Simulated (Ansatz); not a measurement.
Pb₂O₂, relaxed as a singlet with RKS PBE0-D4/def2-SVP in Ansatz, starting from the GFN1-xTB geometry. Force threshold 0.02 eV/Å.

In the def2 sets Pb takes a core potential; there is no spin–orbit coupling. The structure holds 1 bond(s) between oxygen atoms. The restricted singlet is unstable towards broken spin symmetry in Hartree–Fock (as tested in another run); at PBE0-D4/def2-SVP this wasn't settled. Another isomer (singlet) lies 3.07 eV lower at PBE0-D4/def2-TZVP; other spin states weren't run for this one.

Start:

```xyz
4

Pb   -1.0576   -0.7888   -1.0649
Pb    0.7319   -0.7261    1.3462
O     0.7258    0.5597   -0.5538
O    -0.4001    0.9552    0.2725
```

(1) Estimate the energy that the relaxation releases and the steps that it takes.

(2) Does the start keep its bonding and symmetry?

(3) Predict the relaxed structure.

## Answers

(1) 0.4 kcal/mol, in 4 steps; 4.8 s on 4 threads of Arm Neoverse V1 on a shared host. No frequencies were taken in this run, so the end may be a saddle point.

(2) By distances, no bond broke or formed. The bond that changes most is Pb1–O3, from 2.29 to 2.33 Å (atoms count from 1). Point group C2v at the start, C2v at the end, both within 0.05 Å.

(3) 
```xyz
4

Pb   -1.0639   -0.8088   -1.0637
Pb    0.7296   -0.7460    1.3523
O     0.7330    0.5787   -0.5592
O    -0.3987    0.9761    0.2706
```
Bond lengths (bridged metal pairs left out): 4 × O–Pb 2.33 Å; 1 × O–O 1.46 Å.
